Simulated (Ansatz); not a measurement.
SnAu2. The state is a triplet with charge 0. Geometry B3LYP-D4/def2-TZVP; atoms count from 1.

```xyz
3

Au   -1.246    1.819    0.764
Au    1.511   -1.271   -1.243
Sn   -0.265   -0.548    0.479
```

In the def2 sets Au, Sn take a core potential; there is no spin–orbit coupling. At PBE0-D4/def2-TZVP a singlet of charge 0 lies 1.25 eV below the triplet, each at its own geometry. The structure comes from a short search, and lower isomers may exist.

Question: Estimate the Mulliken populations from the PBE0/def2-TZVP orbitals of Ansatz.

Answer: 
```csv
atom,charge (e),spin (α − β),d electrons
Au1,0.06,0.35,9.80
Au2,0.06,0.35,9.80
Sn3,-0.12,1.29,–
```
Mulliken values and Mayer orders depend strongly on the basis.

Question: Where does the spin sit?

Answer: Summed by element: Au 0.71, Sn 1.29, of 2 unpaired in all. Largest on single atoms: Sn3 1.29, Au1 0.35, Au2 0.35.

Question: And the Mayer bond orders between bonded heavy atoms (over 0.3)?

Answer: Au1–Sn3 1.06 (2.58 Å); Au2–Sn3 1.06 (2.58 Å).
